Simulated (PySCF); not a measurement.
## Bonding in `CO[Si@](N)(C#N)[SiH2]C#N`

Species: C3H7N3OSi2.
Atom-mapped SMILES: `[CH3:1][O:2][Si@:3]([NH2:4])([C:5]#[N:6])[SiH2:7][C:8]#[N:9]` (hydrogens: H10, H11, H12 on C1; H13, H14 on N4; H15, H16 on Si7)

Cartesian coordinates in Å at the GFN2-xTB level; atoms count from 1:
```xyz
16
C3H7N3OSi2 angstrom
C     -2.569   -0.724    0.545
O     -1.187   -0.754    0.745
Si     0.000    0.068    0.008
N     -0.133    1.769    0.248
C     -0.137   -0.302   -1.841
N     -0.220   -0.534   -2.960
Si     1.893   -0.815    0.955
C      3.181    0.516    0.718
N      3.931    1.368    0.552
H     -3.012   -1.517    1.147
H     -2.811   -0.890   -0.508
H     -2.980    0.238    0.857
H      0.666    2.364    0.103
H     -0.980    2.269    0.025
H      1.899   -1.067    2.400
H      2.451   -1.980    0.260
```

Bond orders from the PBE0/pcSseg-1 density (PySCF). One conformer (not necessarily the lowest) at the GFN2-xTB geometry, without solvent, vibrations or thermal averaging.

**Question.** Where do the orders between heavy atoms depart from those drawn in the SMILES?

**Answer.** The largest departure is 0.279, at Si3–C5 (drawn single, 0.721). Drawn single, order below 0.88: C1–O2 (0.876), Si3–C5 (0.721) and Si7–C8 (0.810).

**Question.** Set the Mayer orders of the bonds beside their lengths.

**Answer.** 
```csv
bond,drawn as,length (Å),Mayer order
C1–O2,single,1.397,0.876
O2–Si3,single,1.621,1.025
Si3–N4,single,1.723,1.069
Si3–C5,single,1.891,0.721
C5–N6,triple,1.146,2.916
Si3–Si7,single,2.293,0.903
Si7–C8,single,1.867,0.810
C8–N9,triple,1.147,2.926
C1–H10,single,1.090,0.970
C1–H11,single,1.092,0.960
C1–H12,single,1.092,0.965
N4–H13,single,1.007,0.935
N4–H14,single,1.009,0.936
Si7–H15,single,1.466,0.950
Si7–H16,single,1.467,0.947
```

Bonds between the same two heavy elements. C–Si: lowest Si3–C5 (0.721, 1.891 Å), highest Si7–C8 (0.810, 1.867 Å). C–N: all 2 within 0.02 of one another (2.916 to 2.926).

**Question.** Sum the orders of all bonds at each heavy atom with more than one neighbour and set the sums beside the valence in the SMILES.

**Answer.** C1 3.771 (drawn 4), O2 1.901 (drawn 2), Si3 3.718 (drawn 4), N4 2.940 (drawn 3), C5 3.637 (drawn 4), Si7 3.610 (drawn 4), C8 3.736 (drawn 4). Orders between atoms that aren't bonded are not in these sums.

Mayer orders depend on the basis set.
